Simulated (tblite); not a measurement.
C2H9P3Se.
Geometry (GFN2-xTB, Å), atoms numbered from 1 in this order:
```xyz
15
C2H9P3Se angstrom
C     -0.8407   -1.6078   -0.6083
P     -1.2168    0.1948   -0.7700
C     -1.5331    0.6338    0.9943
P      0.8696    0.9286   -0.8176
P      2.3067   -0.4826    0.0974
Se     1.1401    2.9689   -0.3750
H     -1.7807   -2.1423   -0.4786
H     -0.3704   -1.9583   -1.5264
H     -0.1853   -1.8146    0.2396
H     -1.3764    1.7066    1.1116
H     -0.8749    0.0906    1.6729
H     -2.5696    0.4058    1.2372
H      1.1501    0.6578   -2.1666
H      1.9633   -0.0431    1.3767
H      3.3136    0.4700   -0.0090
```

Method: GFN2-xTB as coded in tblite; computed harmonic values from a numerical Hessian at the method's own geometry, unscaled. Against measured fundamentals such values can be off by several per cent, at times by over 20. Modes of hydrogen on phosphorus can be 10 to 20 % off. One conformer, not necessarily the lowest.

Harmonic wavenumbers (cm⁻¹): 27.6, 90.9, 110.7, 122.6, 127.8, 152.8, 155.5, 200.3, 233.0, 287.1, 341.0, 464.3, 502.8, 640.8, 699.9, 715.5, 746.3, 768.9, 826.6, 845.5, 857.7, 900.2, 941.2, 1101.5, 1316.1, 1316.7, 1418.3, 1429.6, 1437.1, 1443.6, 2157.8, 2266.0, 2336.0, 2960.7, 2978.0, 2995.6, 3004.7, 3010.7, 3013.0.

A = 1534, B = 813.4, C = 604.6 MHz; mass 205.908 u (most abundant isotopes); point group C1, symmetry number 1.

Problem. Zero-point energy?

Solution. Half the sum of the wavenumbers: 22472 cm⁻¹ = 268.83 kJ/mol.

Problem. Give the ideal-gas entropy at 298.15 K and 1 bar in the rigid-rotor, harmonic-oscillator model (classical rotation).

Solution. Translation 175.30, rotation 127.33, vibration 145.14: S = 447.8 J/(mol K).

Problem. And Cp and H(298.15 K) − H(0)?

Solution. Cp = 161.69 J/(mol K), of which vibrations give 128.43 (their classical limit is 39 R = 324.3); H(298.15 K) − H(0) = 31.61 kJ/mol without the zero-point energy, 21.70 from vibrations.

Problem. Blend soft modes into free rotors: weight 1/[1 + (100 cm⁻¹/ν̃)⁴] for the oscillator and the rest for a rotor with moment μB/(μ + B), μ = h/(8π²ν), B = 10⁻⁴⁴ kg m². What vibrational entropy results?

Solution. 133.73 J/(mol K) in place of 145.14, which changes −T·S at 298.15 K by +3.40 kJ/mol.

Problem. What must be added to the electronic energy to get the Gibbs energy at 298.15 K and 1 bar?

Solution. ZPE + [H(298.15 K) − H(0)] − T·S = 268.83 + 31.61 − 133.50 = 166.94 kJ/mol.

Problem. How do the functions run with temperature in this model?

Solution. 
```csv
T (K),S (J/(mol K)),Cp (J/(mol K)),H − H(0) (kJ/mol),G − H(0) (kJ/mol),ln q(vib)
100,314.0,92.1,6.13,-25.27,2.37
200,389.9,129.5,17.29,-60.70,5.70
300,448.8,162.3,31.91,-102.72,8.76
500,544.3,212.7,69.75,-202.41,14.22
800,655.5,260.2,141.27,-383.13,21.25
1000,716.0,281.5,195.54,-520.42,25.35
```

q(vib) and H(0) count from the zero-point level.

Hindered rotation and anharmonicity are outside this model. Other conformers, if any are populated, would add a mixing term that is left out. The structure is chiral; the term R ln 2 for an equal mix with its mirror image is left out.
